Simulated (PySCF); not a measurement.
## A parent and its derivatives

Method used: TDDFT PBE0/def2-SVPD, vertical, gas phase, core orbitals frozen in the response in PySCF 2.14.0, density-fitted response routines. Geometries: GFN2-xTB; one conformer of each isolated species. Triplets are in the Tamm–Dancoff approximation. Ions are computed without counter-ions or solvent.

Parent: `FC(F)C1=CC=CC[SiH+]1`, with lowest singlet excitation energy 3.32 eV, LUMO energy -8.18 eV, mean static polarisability 91.4 au, HOMO energy -12.23 eV. Its spectrum: 374 nm (f 0.090); 299 nm (f 0.001); 240 nm (f 0.007); 236 nm (f 0.037); 228 nm (f 0.006).

Shifts from the parent:

| change | SMILES | Δ S1 (eV) | Δ LUMO (eV) | Δ α (au) | Δ HOMO (eV) |
| --- | --- | --- | --- | --- | --- |
| terminal F group replaced by H | FCC1=CC=CC[SiH+]1 | -0.11 | +0.23 | +0.2 | +0.40 |
| F replaced by Cl | F[C@@H](Cl)C1=CC=CC[SiH+]1 | -0.18 | +0.17 | +14.5 | +0.28 |

Problem. Predict the same shifts for this change: C replaced by Si (`FC(F)C1=CC=C[SiH2][SiH+]1`).

Solution. Δ lowest singlet excitation energy -0.57 eV, Δ LUMO energy -0.45 eV, Δ mean static polarisability +17.9 au, Δ HOMO energy +0.01 eV. Spectrum: 2.74 eV (f 0.048); 3.33 eV (f 0.003); 4.06 eV (f 0.001); 4.60 eV (f 0.003); 4.90 eV (f 0.023). S1 falls most with C replaced by Si (-0.57 eV); all changes lower it. S1 is simply the lowest singlet of each species and needn't be the same kind of state throughout.
